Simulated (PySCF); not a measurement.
C2H4FNOSi, SMILES FC[SiH2]N=C=O.

The structure is a stationary point at B3LYP-D3(BJ)/def2-SVP. This is a generated structure with no PubChem entry under its InChIKey; it may be hypothetical. One conformer was computed; it need not be the lowest.

These are PySCF with r2SCAN/def2-TZVP values and carry that method's errors.

Gas-phase values at a fixed geometry.

The total energy is -597.92506 hartree, the highest occupied level is -7.38 eV and the lowest empty level comes out as -0.33 eV. The orbital gap comes out as 7.05 eV and the dipole moment is 2.93 D. The quadrupole, principal values (traceless, Buckingham form, about the centre of nuclear charge) comes out as -5.79, -0.02, 5.82 D·Å and the mean static polarisability is 58.9 bohr³ (8.73 Å³). The polarisability, principal values is 45.9, 50.1, 80.7 bohr³.
